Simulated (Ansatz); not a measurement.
Al(OH)(SiH3)2 (AlH7OSi2), SMILES [SiH3][Al]([OH])[SiH3].

Coordinates come from a r2SCAN-D4/def2-SVP optimisation. A frequency run showed that this geometry is not a minimum. The structure was generated by enumeration; whether it is a known compound was not checked. One conformer was computed; it need not be the lowest.

Two levels are set side by side: PBE/def2-SVPD (Ansatz, a quantum-chemistry and plane-wave program) and CAM-B3LYP/def2-SVPD (Ansatz). Energy differences of separate SCF runs at the same geometry; the states with an electron removed or added have multiplicity 2 and 2. Differences are taken from unrounded values.

```csv
quantity,CAM-B3LYP,PBE,PBE minus CAM-B3LYP
vertical ionisation energy (eV),8.83,8.46,-0.37
vertical singlet–triplet gap (eV),3.61,3.11,-0.50
```
